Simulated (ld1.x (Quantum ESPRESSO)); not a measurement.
# Before and after: PAW potential for Ni

| Item | Value |
| --- | --- |
| Element | nickel |
| Generator | ld1.x (Quantum ESPRESSO) 7.5 |
| Type | PAW |
| Functional | PBE |
| Relativity | scalar-relativistic |
| Frozen core | [Ar] |
| Valence charge | 10 |
| Reference configuration | 3d8 4s2 4p0 |
| Partial waves | 4s (bound): rcut 1.55, rcutus 2.15 bohr; 4s channel at 0.75 Ry: rcut 1.55, rcutus 2.15 bohr; 4p (bound, empty): rcut 3.30, rcutus 3.60 bohr; 4p channel at 4.05 Ry: rcut 3.30, rcutus 3.60 bohr; 3d (bound): rcut 0.85, rcutus 0.95 bohr; 3d channel at 4.5 Ry: rcut 0.85, rcutus 0.95 bohr |
| Local potential | all-electron potential smoothed inside 1.20 bohr (lloc = -2) |
| Core correction | Bessel-smoothed model core, default radius (core density twice the valence density) |
| Augmentation charge | BESSEL, radius 0.80 bohr |

Change: core correction a·sin(br)/r model core, default radius (ld1.x builds one for every PAW set, though the input has nlcc=.false.).

Cutoffs: the cutoffs (Ry, on a coarse ladder) from which the occupation-weighted sum of valence levels, in a spherical-Bessel basis at the reference potential, stays within 10 and 1 mRy of its value at 400 Ry; they do not see the model core or the augmentation charge, which bear on the density cutoff. Errors are all-electron minus pseudo energies relative to the spin-unpolarised reference configuration.

**Question.** Predict the effect on cutoff, ghosts and configuration errors.

**Answer.** The potential gets neither clearly harder nor softer (160 Ry and 230 Ry → 160 Ry and 230 Ry); of the 7 tests that both files solve, the error grows in 6 and shrinks in 1 by more than 15 % and 0.3 meV (median size 3.8 → 7.3 meV); neither file shows a bound ghost. The default core radius of the base comes out at 0.39 bohr. A model core, the more so a compact one, raises the density cutoff, which this test does not measure.

| quantity | base | changed |
| --- | --- | --- |
| cutoff, loose | 160 Ry | 160 Ry |
| cutoff, tight | 230 Ry | 230 Ry |
| bound ghosts | none | none |
| error for 3d8 4s1 4p0, meV [ΔE 9.32 eV] | +3.8 | +10 |
| error for 3d8 4s0 4p0, meV [ΔE 26.67 eV] | +31 | +86 |
| error for 3d7 4s0 4p0, meV [ΔE 64.14 eV] | -181 | -1.7 |
| error for 3d8 4s0 4p1, meV [ΔE 15.01 eV] | -0.8 | +7.3 |
| error for 3d9 4s1 4p0, meV [ΔE -1.60 eV] | -51 | -61 |
| error for 3d8 4s1 4p1, meV [ΔE 4.60 eV] | -0.5 | -1.3 |
| error for 3d8 4s1.5 4p0, meV [ΔE 3.72 eV] | +0.5 | +1.5 |
| s: phases at 3.90 bohr within 0.05 rad from the reference energy up to (Ry; the scan ends near 5) | 3.3 | 3.3 |
| p: phases at 3.90 bohr within 0.05 rad from the reference energy up to (Ry; the scan ends near 5) | 1.3 | 1.3 |
| d: phases at 3.90 bohr within 0.05 rad from the reference energy up to (Ry; the scan ends near 5) | to the end of the scan | to the end of the scan |
| lowest overlap eigenvalue by channel | s 0.36, p 0.62, d 1.00 | s 0.36, p 0.62, d 1.00 |
